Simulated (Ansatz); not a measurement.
Sn₂Ge₅⁺. The state is a doublet with charge 1. Geometry PBE-D4/def2-SVP.

```
atom   x (Å)   y (Å)   z (Å)
 Ge1  -0.610  -0.026  -1.785
 Ge2  -2.203  -1.499  -0.604
 Ge3   0.622   2.109  -1.622
 Ge4  -0.095  -1.758   0.672
 Ge5   1.776   0.631  -0.002
 Sn6  -1.017   1.051   0.903
 Sn7   1.526  -0.507   2.438
```

In the def2 sets Sn takes a core potential; there is no spin–orbit coupling. Another isomer (doublet) lies 0.17 eV lower at PBE0-D4/def2-SVP; other spin states weren't run for this one.

(1) Estimate the α-spin orbital energies around the gap (eV) in Ansatz with PBE-D4/def2-SVP, r2SCAN-D4/def2-SVP, PBE0-D4/def2-SVP.

Answers

(1) 
| orbital | PBE-D4/def2-SVP | r2SCAN-D4/def2-SVP | PBE0-D4/def2-SVP |
| --- | --- | --- | --- |
| HOMO−5 | -10.20 | -10.48 | -11.01 |
| HOMO−4 | -10.03 | -10.33 | -10.79 |
| HOMO−3 | -9.88 | -10.16 | -10.71 |
| HOMO−2 | -9.82 | -10.09 | -10.60 |
| HOMO−1 | -9.77 | -10.05 | -10.51 |
| HOMO | -9.52 | -9.86 | -10.27 |
| LUMO | -7.28 | -7.34 | -6.73 |
| LUMO+1 | -7.27 | -7.33 | -6.73 |
| LUMO+2 | -6.81 | -6.80 | -6.16 |
| LUMO+3 | -6.09 | -6.10 | -5.51 |
| LUMO+4 | -6.04 | -6.08 | -5.46 |
| LUMO+5 | -5.89 | -5.82 | -5.28 |
| β HOMO | -9.68 | -9.94 | -10.37 |
| β LUMO | -9.07 | -9.05 | -8.49 |
